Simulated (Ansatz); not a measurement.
Diatomic BCl, closed-shell singlet (the spin of the measured ground state).

D_e counts from the fitted minimum to each atom's lowest state at the same level, without counterpoise. The singlet is restricted.

Programs: Ansatz (Gaussian orbitals). Values without a source in brackets are computed.

Task: One of these levels gives 127.45 kcal/mol for the bond energy D_e. Name it.
A. B97M-V/def2-TZVPP
B. SVWN5/def2-TZVPP
C. BHLYP/def2-TZVPP

Result: A, B97M-V/def2-TZVPP. The others give 143.61 (SVWN5/def2-TZVPP), 113.68 (BHLYP/def2-TZVPP)

Ansatz is a quantum-chemistry and plane-wave program.
